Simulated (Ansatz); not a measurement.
Reaction (formal hydrolysis of a Ge–Br bond): `[Br][GeH2][Br]` + H₂O → `[OH][GeH2][Br]` + HBr

Isolated molecules relaxed with PBE0-D4/def2-TZVP in Ansatz; ΔE leaves out vibrations. CBS: MP2 limit from def2 TZ/QZ plus the TZ coupled-cluster correction, frozen cores. This one scheme is used for every species. Functionals use def2-TZVPP. For Br, Ge outer-core shells are correlated without core-valence functions, which leaves a few kJ/mol of doubt a bond. Scalar relativity is left out up to krypton. One conformer a species, not always the lowest.

`[Br][GeH2][Br]`:

```xyz
5

Br    1.045    1.636    0.998
Ge    0.073   -0.190    0.006
Br   -1.847    0.469   -1.065
H    -0.312   -1.181    1.106
H     1.042   -0.733   -1.045
```

H₂O:

Cartesian coordinates in Å:
```
O -0.034 0.207 0.328
H 0.395 -0.644 0.217
H -0.362 0.436 -0.545
```

`[OH][GeH2][Br]`:

```xyz
6

O     0.137    1.027    0.977
Ge    0.108   -0.428   -0.024
Br    0.154    0.182   -2.252
H    -0.603    1.616    0.807
H    -1.191   -1.219    0.178
H     1.395   -1.178    0.313
```

HBr:

Z-matrix (Å, degrees):
```
Br
H 1 1.420
```

| level | ΔE (kJ/mol) |
| --- | --- |
| r2SCAN0-D4 | 49.8 |
| B2PLYP | 43.3 |
| SCS-MP2/def2-TZVPP | 42.7 |
| SCS-MP2/def2-QZVPP | 45.8 |

Task: What does CCSD(T)/CBS give? (Estimate.)

Result: Computed: +49.4 kJ/mol. The listed levels differ from it by 0.4, -6.1, -6.7, -3.6 kJ/mol.

Largest T1 diagnostic among the species: 0.010.

The D4 term adds +3.6 kJ/mol with B3LYP and +1.9 kJ/mol with PBE0; it sums over pairs of atoms, weighted by their polarisabilities, and B3LYP, whose exchange is more repulsive, gets the larger term. From r2SCAN to r2SCAN0 (25 % exact exchange), in def2-TZVPP and without D4, ΔE moves by +4.1 kJ/mol.

B3LYP here is the variant with VWN-RPA as its local correlation; programs differ in this.
